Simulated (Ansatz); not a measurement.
`CB(C)[SiH2]F` + `FC(F)Cl` → `F[SiH2]C(F)Cl` + `CB(C)F`  (formal exchange of groups at the Si–B bond)

Calculated with Ansatz (gas phase, PBE0-D4/def2-TZVP geometries, no zero-point term in ΔE). CCSD(T)/CBS is the MP2 limit (def2-TZVPP, def2-QZVPP) plus CCSD(T) − MP2 in def2-TZVPP, frozen cores. Each species was taken in one conformer, which may not be the lowest.

```tsv
species	CCSD(T)/CBS(def2) energy (Eh)
`CB(C)[SiH2]F`	-494.64628
`FC(F)Cl`	-698.00348
`F[SiH2]C(F)Cl`	-988.34454
`CB(C)F`	-204.38401
```

Question: Work out ΔE.

Answer: ΔE = (-988.34454) + (-204.38401) − (-494.64628) − (-698.00348) = -0.07879 Eh = -206.9 kJ/mol.

Largest T1 diagnostic among the species: 0.011.

From PBE to PBE0 (25 % exact exchange), in def2-TZVPP and without D4, ΔE moves by −4.4 kJ/mol. At CCSD(T), def2-SVP lies +11.4 kJ/mol from the extrapolated value and def2-TZVPP +3.6 kJ/mol.
